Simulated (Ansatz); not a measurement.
(KH)2 ring (K2H2). Charge 0, multiplicity 1. Geometry PBE0-D4/def2-TZVP, basis def2-TZVP, Ansatz.

Cartesian coordinates in Å:
```
K 0.652 1.570 0.547
H 0.797 0.194 -1.507
K -0.652 -1.570 -0.547
H -0.797 -0.194 1.507
```

```
run  HOMO (eV)  LUMO (eV)
  A      -3.81      -0.20
  B      -6.59       0.46
  C      -4.30      -0.53
  D      -3.43      -0.29
  E      -5.28      -0.27
  F      -3.41      -1.02
```

Task: The runs used BHLYP, LDA (SPW92), PBE0, r2SCAN, r2SCANh, ωB97X-V. Estimate which is which.

Result: A r2SCANh (10 % exact exchange); B ωB97X-V (range-separated); C PBE0 (25 % exact exchange); D r2SCAN (0 % exact exchange); E BHLYP (50 % exact exchange); F LDA (SPW92) (0 % exact exchange). Exact exchange lowers occupied and raises empty levels; among semilocal functionals meta-GGAs tend to open the gap a little, and such runs are hard to tell apart. The gap grows from 2.39 eV (LDA (SPW92)) to 7.05 eV (ωB97X-V).
